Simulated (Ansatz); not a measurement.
Program: Ansatz. Geometries: PBE0-D4/def2-TZVP. ΔE: electronic, gas phase. CBS: MP2 limit from def2 TZ/QZ plus the TZ coupled-cluster correction, frozen cores. This one scheme is used for every species. DFT in def2-TZVPP. B3LYP here is the variant with VWN-RPA as its local correlation; programs differ in this. One conformer a species, not always the lowest.

`[SiH3]BS` + CH₃OH → `COB[SiH3]` + H₂S  (ligand exchange at a B–S bond)

Task: Is it downhill or uphill in electronic energy at CCSD(T)/CBS, and by how much? (Estimate.)

Result: Computed: Downhill: ΔE = -42.9 kJ/mol.

Task: What do these levels give: PBE-D4, BLYP-D4, B3LYP-D4, r2SCANh-D4, CAM-B3LYP, HF/def2-SVP? (An estimate is asked.)

Result: The calculation gave: PBE-D4 -36.8, BLYP-D4 -47.3, B3LYP-D4 -47.2, r2SCANh-D4 -39.8, CAM-B3LYP -53.7, HF/def2-SVP -58.2 kJ/mol.

Largest T1 diagnostic among the species: 0.015.

In def2-TZVPP, CCSD(T) changes the Hartree–Fock value by +8.4 kJ/mol (the triples alone add +1.8 kJ/mol) and MP2 by +11.9 kJ/mol. At CCSD(T), def2-SVP lies −11.2 kJ/mol from the extrapolated value and def2-TZVPP −2.6 kJ/mol.
